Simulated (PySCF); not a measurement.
C₄H₆ClF, SMILES CC/C(F)=C/Cl. Atoms are numbered in the order given.

```xyz
12

C      2.5738    -0.3495     1.0138
C      1.4997    -1.1131     0.2335
C      0.3398    -0.2439    -0.1401
F      0.6845     0.8126    -0.8875
C     -0.9326    -0.4324     0.2128
Cl    -2.2008     0.6327    -0.2653
H      2.9385     0.5099     0.4314
H      2.1719     0.0305     1.9661
H      3.4317    -1.0016     1.2367
H      1.9324    -1.5202    -0.6972
H      1.1238    -1.9692     0.8142
H     -1.2294    -1.2845     0.8252
```

Geometry optimised at ωB97X-D3(BJ)/def2-SVP. The structure was generated by enumeration; whether it is a known compound was not checked. One conformer was computed; it need not be the lowest.

Two levels are set side by side: PBE/pcSseg-1 (PySCF) and PBE0/pcSseg-1 (PySCF). GIAO shifts against CFCl3 (¹⁹F), HCl (³⁵Cl), TMS (¹H), TMS (¹³C) at the same level; non-relativistic, no solvent, atoms listed together averaged. Without spin–orbit terms, shifts of atoms bonded to Cl or Br come out too high at both levels. Differences are taken from unrounded values.

```
quantity                 PBE
--------------------  ------
δ(¹³C) of C1 (ppm)      16.0
δ(¹³C) of C2 (ppm)      32.8
δ(¹³C) of C3 (ppm)     172.7
δ(¹⁹F) of F4 (ppm)    -125.9
δ(¹³C) of C5 (ppm)     107.0
δ(³⁵Cl) of Cl6 (ppm)   162.7
δ(¹H) of H12 (ppm)      5.47
```

Question: These are the PBE values. What does PBE0 give? (The exact figures need the calculation; the answer reports its results.)

Answer: 
| quantity | PBE0 | PBE minus PBE0 |
|---|---|---|
| δ(¹³C) of C1 (ppm) | 15.5 | 0.5 |
| δ(¹³C) of C2 (ppm) | 31.0 | 1.8 |
| δ(¹³C) of C3 (ppm) | 173.3 | -0.6 |
| δ(¹⁹F) of F4 (ppm) | -113.8 | -12.1 |
| δ(¹³C) of C5 (ppm) | 108.9 | -1.9 |
| δ(³⁵Cl) of Cl6 (ppm) | 138.2 | 24.5 |
| δ(¹H) of H12 (ppm) | 5.52 | -0.05 |

Rough cost on one machine, each run with all the roots and properties that it gave: PBE0 against PBE within a factor of 2.
